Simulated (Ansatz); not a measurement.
Relaxation of Sn2F4 with RKS PBE0-D4/def2-SVP.

```sh
$ ansatz run in.yaml --threads 4 --pin off --events-out ev --progress --plain --max-ram 4787MiB
```

```yaml
crystal:
  periodic: [false, false, false]
  atoms:
    - {symbol: Sn, position_ang: [-1.594300, -1.019510, -0.801370]}
    - {symbol: Sn, position_ang: [1.932050, -0.123480, 0.635800]}
    - {symbol: F, position_ang: [0.584840, -0.358140, -1.422320]}
    - {symbol: F, position_ang: [-0.200150, -0.935530, 1.223080]}
    - {symbol: F, position_ang: [2.126310, 1.815000, 1.352790]}
    - {symbol: F, position_ang: [-2.848750, 0.621660, -0.987980]}
basis:
  gaussian: {orbitals: def2-SVP}
hamiltonian: {xc: pbe0, dispersion: d4}
scf: {lower_state_search: "off"}
output: {orbitals: {seedname: orbitals}}
relax: {f_tol: 0.02, max_steps: 100}
```

Run time 7.5 s (4 threads of AMD EPYC 9R45 on a shared host).

Positions (Å) and forces (eV/Å) at steps 1, 2, 3, 4, 5, 6, 7, 10, 11, 12 of 12:

```xyz
6
step=1 energy=-22515.7940 eV
Sn   -1.594   -1.020   -0.801    0.975    1.541    0.397
Sn    1.932   -0.123    0.636   -1.597    0.759   -0.051
F     0.585   -0.358   -1.422   -0.845    0.063    1.474
F    -0.200   -0.936    1.223    0.528    0.836   -1.338
F     2.126    1.815    1.353   -0.535   -1.816   -0.784
F    -2.849    0.622   -0.988    1.474   -1.383    0.302
6
step=2 energy=-22516.8949 eV
Sn   -1.447   -0.978   -0.737   -0.297   -0.551   -0.098
Sn    1.788   -0.157    0.572    0.549   -0.313   -0.007
F     0.515   -0.298   -1.253   -0.018    0.633    0.029
F    -0.188   -0.813    1.085   -0.305    0.518    0.135
F     2.012    1.685    1.271   -0.579   -0.297   -0.298
F    -2.680    0.560   -0.938    0.650    0.009    0.239
6
step=3 energy=-22517.2295 eV
Sn   -1.415   -1.069   -0.738    0.083    0.386    0.149
Sn    1.815   -0.253    0.549   -0.308    0.295   -0.040
F     0.479   -0.175   -1.226    0.134    0.090    0.067
F    -0.224   -0.690    1.092   -0.119    0.006   -0.039
F     1.849    1.615    1.190   -0.230   -0.470   -0.294
F    -2.503    0.572   -0.868    0.440   -0.307    0.157
6
step=4 energy=-22517.3255 eV
Sn   -1.339   -1.074   -0.714   -0.233    0.105   -0.035
Sn    1.756   -0.299    0.522    0.127    0.214    0.080
F     0.502   -0.121   -1.248    0.128   -0.061    0.115
F    -0.263   -0.672    1.130   -0.059   -0.100   -0.120
F     1.687    1.567    1.093   -0.067   -0.102   -0.128
F    -2.342    0.599   -0.783    0.103   -0.057    0.089
6
step=5 energy=-22517.3508 eV
Sn   -1.348   -1.068   -0.724   -0.093    0.048   -0.031
Sn    1.763   -0.295    0.535    0.052    0.089    0.047
F     0.522   -0.140   -1.230    0.095   -0.088    0.001
F    -0.267   -0.700    1.111   -0.028   -0.127   -0.022
F     1.632    1.576    1.052   -0.044    0.033   -0.059
F    -2.302    0.627   -0.744    0.018    0.045    0.064
6
step=6 energy=-22517.4001 eV
Sn   -1.359   -1.035   -0.738   -0.205    0.141   -0.077
Sn    1.754   -0.267    0.557    0.119    0.204    0.144
F     0.578   -0.239   -1.237    0.000   -0.048   -0.065
F    -0.257   -0.815    1.092    0.015   -0.059    0.032
F     1.459    1.620    0.962   -0.018   -0.129   -0.062
F    -2.175    0.735   -0.635    0.089   -0.109    0.028
6
step=7 energy=-22517.4264 eV
Sn   -1.381   -0.994   -0.752    0.014   -0.016   -0.001
Sn    1.753   -0.226    0.583   -0.006   -0.024   -0.006
F     0.612   -0.332   -1.245   -0.005    0.006    0.011
F    -0.234   -0.910    1.073    0.003    0.010   -0.008
F     1.316    1.644    0.895   -0.046    0.003   -0.019
F    -2.065    0.817   -0.554    0.040    0.021    0.022
6
step=10 energy=-22517.4331 eV
Sn   -1.385   -0.967   -0.745    0.002    0.033    0.009
Sn    1.740   -0.200    0.584   -0.020    0.028    0.000
F     0.629   -0.392   -1.253    0.000    0.002    0.000
F    -0.216   -0.968    1.066   -0.001    0.000    0.000
F     1.169    1.645    0.836    0.012   -0.031   -0.004
F    -1.938    0.882   -0.488    0.007   -0.032   -0.005
6
step=11 energy=-22517.4328 eV rejected
Sn   -1.382   -0.967   -0.744    0.006   -0.074   -0.017
Sn    1.737   -0.201    0.584    0.037   -0.068   -0.005
F     0.629   -0.385   -1.256   -0.007   -0.002    0.020
F    -0.219   -0.964    1.070    0.006    0.008   -0.017
F     1.177    1.641    0.837   -0.023    0.068    0.009
F    -1.942    0.876   -0.490   -0.018    0.068    0.010
6
step=12 energy=-22517.4331 eV
Sn   -1.384   -0.967   -0.745    0.004   -0.001    0.001
Sn    1.739   -0.200    0.584   -0.003   -0.002   -0.002
F     0.629   -0.389   -1.253    0.001    0.000    0.000
F    -0.217   -0.966    1.067   -0.001    0.000    0.001
F     1.173    1.644    0.836    0.001    0.002    0.001
F    -1.940    0.879   -0.489   -0.002    0.001    0.000
```

In the def2 sets Sn takes a core potential; there is no spin–orbit coupling. Another isomer (singlet) lies 0.13 eV lower at PBE0-D4/def2-TZVP; other spin states weren't run for this one.
